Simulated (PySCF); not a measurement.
BrFGe, neutral, multiplicity 1. Atoms are numbered in the order given.

```xyz
3

Ge     0.4308     0.9756     0.0000
F     -1.1964     1.6154     0.0000
Br    -0.0862    -1.3073     0.0000
```
Charge 0, spin multiplicity 1.

The structure is a stationary point at PBE0-D3(BJ)/def2-TZVP.

All values below come from PySCF 2.14.0 with PBE0-D3(BJ)/def2-TZVP.

Frequencies are harmonic and unscaled.

```tsv
mode	ν (cm⁻¹)	IR (km/mol)	moving atoms (share of kinetic energy)
1	178	1.9	F 70 %, Br 21 %, Ge 10 %
2	297	63.7	Ge 57 %, Br 41 %
3	673	115.6	F 79 %, Ge 21 %
```
